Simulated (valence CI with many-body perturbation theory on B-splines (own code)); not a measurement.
Ladder of approximations for W XXXIII

Calculated by configuration interaction combined with many-body perturbation theory (CI+MBPT): six valence electrons over a frozen Dirac-Fock core [Kr], radial functions for each j: 7 s, 7 p, 8 d, 6 f, 4 g, 1 h, with the one-electron correlation potential Σ1, the two-electron term Σ2, the three-electron term Σ3, Breit, model QED; selected CI, second order for the rest, scaled by the run's own slope (own B-spline code, finite nucleus).

No measured spectrum was set against this ion. As an estimate, large intervals hold to a few tenths of a per cent, small ones and those within an open d or f shell to about a per cent. Core correlation moves these levels by up to 7200 cm⁻¹, and in measured spectra 5 to 20 % of such shifts remained as error; rates that hang on mixing are uncertain with them. Among the levels kept, up to 760 cm⁻¹ of a level comes from second order outside the variational space, and about a tenth of that is noise between levels of different J, which matters for small intervals. Only levels of the ground parity were solved; by the run's estimate the other parity begins above the list, which can be wrong where configurations are misplaced.

Each rung adds one term. CI alone is the Dirac-Coulomb CI over the frozen core; QED comes last and gives the full result, which names the levels. Energies are above (4d3/2^4 4d5/2^2) J=4 on the same rung, in cm⁻¹.

Levels are named by their leading jj configuration (3d3/2^4 stands for four electrons in 3d with j = 3/2), which in mixed levels can hold well under half, so a name can repeat and another be missing. Letters in brackets count levels of one name in rising energy.

```tsv
Level	CI alone	+ Σ1	+ Σ2	+ Σ3	+ Breit	Full
(4d3/2^4 4d5/2^2) J=2	22107	22107	22233	20752	21239	21237
(4d3/2^4 4d5/2^2) J=0	67608	67696	70309	68361	68957	69001
(4d3/2^3 4d5/2^3) J=3 [a]	113649	114396	116082	116651	114248	114613
(4d3/2^3 4d5/2^3) J=4 [a]	124856	125559	125818	125688	123166	123506
(4d3/2^3 4d5/2^3) J=1 [a]	127338	128085	130521	130310	128285	128650
(4d3/2^3 4d5/2^3) J=5	152765	153514	151706	150718	147603	147948
(4d3/2^3 4d5/2^3) J=6	156137	156904	154253	153215	149658	150004
(4d3/2^3 4d5/2^3) J=2 [a]	169293	170035	169838	167134	164766	165117
(4d3/2^3 4d5/2^3) J=3 [b]	173341	174105	173536	171744	169125	169483
(4d3/2^3 4d5/2^3) J=0	203518	204232	201682	197919	195846	196176
(4d3/2^3 4d5/2^3) J=1 [b]	210182	210981	209858	206836	204874	205244
(4d3/2^3 4d5/2^3) J=2 [b]	208977	209835	210000	207562	204939	205340
(4d3/2^3 4d5/2^3) J=4 [b]	213810	214632	213775	210801	207819	208199
(4d3/2^3 4d5/2^3) J=3 [c]	222819	223587	221625	217856	215557	215909
(4d3/2^2 4d5/2^4) J=2 [a]	251641	253058	256893	255931	251261	251959
(4d3/2^2 4d5/2^4) J=0 [a]	260355	261774	266251	265844	261400	262097
(4d3/2^2 4d5/2^4) J=4 [a]	275499	276971	278545	277149	271750	272459
(4d3/2^2 4d5/2^4) J=3 [a]	284777	286217	287252	285468	280474	281170
(4d3/2^2 4d5/2^4) J=5	290307	291818	291699	290327	284411	285127
```

**Question.** How does the ionisation energy move along the ladder, and which term matters most?

**Answer.** CI alone 1326.2, + Σ1 1328.7, + Σ2 1332.6, + Σ3 1332.9, + Breit 1332.4, + QED 1332.5 eV. The largest step is Σ2, 3.9 eV. NIST lists 1335.1 ± 1.4 eV (semi-empirical).
